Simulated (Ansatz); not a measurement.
Geometry optimisation, RKS PBE0-D4/def2-SVP in Ansatz 0.2.0.

Input:

```yaml
crystal:
  periodic: [false, false, false]
  atoms:
    - { symbol: Ag, position_ang: [0.1055, -0.0915, -2.1952] }
    - { symbol: Ge, position_ang: [-0.0311, 0.1129, 0.5596] }
    - { symbol: H, position_ang: [-1.3561, -0.2175, 1.1581] }
    - { symbol: H, position_ang: [0.0749, -1.0769, -0.824] }
    - { symbol: H, position_ang: [1.1809, -0.2238, 1.3553] }
    - { symbol: H, position_ang: [0.0259, 1.4968, -0.0539] }
total_charge: 1
basis:
  gaussian: { orbitals: def2-SVP }
hamiltonian:
  xc: pbe0
  dispersion: d4
relax:
  f_tol: 0.02
  max_steps: 40
scf:
  lower_state_search: "off"
```

Launched with:

```bash
$ ansatz run input.yaml --threads 1 --pin off --max-ram 2048MiB --backend cpu --events-out ev --progress --plain --runs-dir out
```

**Question.** Where does it end, and by what steps?

**Answer.** It converged. The force dipped under the threshold on the way, but the program's further checks kept it going. Limits of this set-up: the dipole of an ion depends on the origin. After 5 steps the energy has fallen by 0.179 eV; Ag1 moved furthest, 0.19 Å.

```tsv
step	energy less start (eV)	largest force component (eV/Å)	accepted
0	0.0000	1.265	yes
1	-0.1491	0.379	yes
2	-0.1766	0.056	yes
3	-0.1782	0.023	yes
4	-0.1788	0.016	yes
5	-0.1790	0.009	yes
```

```xyz
6
Properties=species:S:1:pos:R:3
Ag 0.151 -0.193 -2.352
Ge -0.036 0.117 0.570
H -1.385 -0.264 1.163
H 0.037 -0.926 -0.712
H 1.226 -0.278 1.325
H 0.007 1.544 0.006
```

Run time: 21 s on 1 thread of Intel(R) Xeon(R) Processor @ 2.70GHz (shared host), peak memory 0.17 GiB.
